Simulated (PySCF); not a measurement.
A structure optimised at PBE-D3(BJ)/def2-SVP, used in a PySCF frequency run:

```
Nb
O 1 1.7328
O 1 1.7343 2 107.15
O 1 1.9298 2 111.78 3 -121.76
H 4 0.9729 1 130.43 2 1.16
```
Charge 0, spin multiplicity 1.

Question: Write its SMILES and formula.

Answer: [O]=[Nb](=[O])[OH], HNbO3

Question: What are its rotational constants (standard atomic weights)?

Answer: 6.8178, 5.3666, 3.4802 GHz
